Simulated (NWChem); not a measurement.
All runs are NWChem calculations. System: C2H3F2, charge 0, spin multiplicity 2, displaced from the optimised geometry. The structure started from a generated list of species. Its SCF solution wasn't tested for a lower state.

Job file:

```
start mol
memory heap 200 mb stack 900 mb global 1100 mb
geometry units angstroms nocenter noautoz
  C     -1.416430    -0.081225     0.000000
  C      0.087240    -0.300719     0.000000
  F      0.744232     0.130934     1.123027
  F      0.744232     0.130934    -1.123027
  H     -1.666032     1.029670     0.000000
  H     -1.877499    -0.547411     0.918316
  H     -1.877499    -0.547411    -0.918316
  symmetry group Cs
end
basis spherical
  * library def2-tzvp
end
dft
  xc becke88 perdew86
  odft
  mult 2
  semidirect memsize 60000000 filesize 0
  iterations 100
  convergence nodiis damp 40
end
task dft gradient
```

The output up to the point where the run's verdict is printed (cleaned and shortened):

```
             Northwest Computational Chemistry Package (NWChem) 7.3.0
             --------------------------------------------------------

                                NWChem Input Module
                                -------------------

 Scaling coordinates for geometry "geometry" by  1.889725989
 (inverse scale =  0.529177249)

 Turning off AUTOSYM since
 SYMMETRY directive was detected!

                             Geometry "geometry" -> ""
                             -------------------------

 Output coordinates in angstroms (scale by  1.889725989 to convert to a.u.)

  No.       Tag          Charge          X              Y              Z
 ---- ---------------- ---------- -------------- -------------- --------------
    1 C                    6.0000    -1.41643000    -0.08122500     0.00000000
    2 C                    6.0000     0.08724000    -0.30071900     0.00000000
    3 F                    9.0000     0.74423200     0.13093400     1.12302700
    4 F                    9.0000     0.74423200     0.13093400    -1.12302700
    5 H                    1.0000    -1.66603200     1.02967000     0.00000000
    6 H                    1.0000    -1.87749900    -0.54741100     0.91831600
    7 H                    1.0000    -1.87749900    -0.54741100    -0.91831600

 Effective nuclear repulsion energy (a.u.)     120.0346966992

            Nuclear Dipole moment (a.u.)
            ----------------------------
        X                 Y               Z
 ---------------- ---------------- ----------------
     0.0000113384    -0.0000075589     0.0000000000

      Symmetry information
      --------------------

 Group name             Cs
 Group number              2
 Group order               2
 No. of unique centers     5

      Symmetry unique atoms

     1    2    3    5    6


 Summary of "ao basis" -> "" (spherical)
 ------------------------------------------------------------------------------
       Tag                 Description            Shells   Functions and Types
 ---------------- ------------------------------  ------  ---------------------
 *                         def2-tzvp                  on all atoms
[...]
 d= 0,ls=0.5         73   -188.0079376101 -3.79D+01  1.21D-01              47.3
                                                     8.53D-02
 d= 0,ls=0.5         74   -150.0660437487  3.79D+01  1.21D-01              47.9
                                                     8.53D-02
 d= 0,ls=0.5         75   -188.0079376101 -3.79D+01  1.21D-01              48.6
                                                     8.53D-02
 d= 0,ls=0.5         76   -150.0660437487  3.79D+01  1.21D-01              49.1
                                                     8.53D-02
 d= 0,ls=0.5         77   -188.0079376101 -3.79D+01  1.21D-01              49.8
                                                     8.53D-02
 d= 0,ls=0.5         78   -150.0660437487  3.79D+01  1.21D-01              50.5
                                                     8.53D-02
 d= 0,ls=0.5         79   -188.0079376101 -3.79D+01  1.21D-01              51.1
                                                     8.53D-02
 d= 0,ls=0.5         80   -150.0660437487  3.79D+01  1.21D-01              51.6
                                                     8.53D-02
 d= 0,ls=0.5         81   -188.0079376101 -3.79D+01  1.21D-01              52.2
                                                     8.53D-02
 d= 0,ls=0.5         82   -150.0660437487  3.79D+01  1.21D-01              52.7
                                                     8.53D-02
 d= 0,ls=0.5         83   -188.0079376101 -3.79D+01  1.21D-01              53.3
                                                     8.53D-02
 d= 0,ls=0.5         84   -150.0660437487  3.79D+01  1.21D-01              53.9
                                                     8.53D-02
 d= 0,ls=0.5         85   -188.0079376101 -3.79D+01  1.21D-01              54.4
                                                     8.53D-02
 d= 0,ls=0.5         86   -150.0660437487  3.79D+01  1.21D-01              55.0
                                                     8.53D-02
 d= 0,ls=0.5         87   -188.0079376101 -3.79D+01  1.21D-01              55.5
                                                     8.53D-02
 d= 0,ls=0.5         88   -150.0660437487  3.79D+01  1.21D-01              56.1
                                                     8.53D-02
 d= 0,ls=0.5         89   -188.0079376101 -3.79D+01  1.21D-01              56.7
                                                     8.53D-02
 d= 0,ls=0.5         90   -150.0660437487  3.79D+01  1.21D-01              57.3
                                                     8.53D-02
 d= 0,ls=0.5         91   -188.0079376101 -3.79D+01  1.21D-01              57.9
                                                     8.53D-02
 d= 0,ls=0.5         92   -150.0660437487  3.79D+01  1.21D-01              58.4
                                                     8.53D-02
 d= 0,ls=0.5         93   -188.0079376101 -3.79D+01  1.21D-01              58.9
                                                     8.53D-02
 d= 0,ls=0.5         94   -150.0660437487  3.79D+01  1.21D-01              59.5
                                                     8.53D-02
 d= 0,ls=0.5         95   -188.0079376101 -3.79D+01  1.21D-01              60.1
                                                     8.53D-02
 d= 0,ls=0.5         96   -150.0660437487  3.79D+01  1.21D-01              60.6
                                                     8.53D-02
 d= 0,ls=0.5         97   -188.0079376101 -3.79D+01  1.21D-01              61.1
                                                     8.53D-02
 d= 0,ls=0.5         98   -150.0660437487  3.79D+01  1.21D-01              61.7
                                                     8.53D-02
 d= 0,ls=0.5         99   -188.0079376101 -3.79D+01  1.21D-01              62.3
                                                     8.53D-02
 d= 0,ls=0.5        100   -150.0660437487  3.79D+01  1.21D-01              62.9
                                                     8.53D-02
```

Convergence was not reached. The next line reads: Calculation failed to converge. NWChem stopped with the message: dft gradient failed.
